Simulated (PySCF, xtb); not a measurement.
CH7FO2Si2, SMILES O[C@H]([SiH2]O)[SiH2]F. The values are those of a single conformer.

Harmonic wavenumbers (cm⁻¹) from GFN2-xTB (xtb 6.7.1) at its own minimum, in rising order: 60, 75, 114, 167, 221, 241, 301, 304, 343, 475, 492, 545, 581, 663, 703, 726, 759, 766, 789, 825, 828, 921, 1041, 1095, 1211, 1294, 2254, 2281, 2329, 2349, 2809, 3555, 3645.

Task: What does PBE-D3(BJ)/def2-SVP run with PySCF give at its own minimum? (An estimate is asked for; the answer gives what the named calculation found.)

Result: 57, 98, 138, 146, 212, 244, 275, 350, 434, 511, 527, 681, 684, 736, 764, 791, 827, 847, 902, 923, 931, 956, 1014, 1036, 1178, 1299, 2144, 2170, 2186, 2208, 2894, 3684, 3688. Paired by order, the mean absolute difference is 65 cm⁻¹ and the zero-point energies are 49.7 and 50.8 kcal/mol.
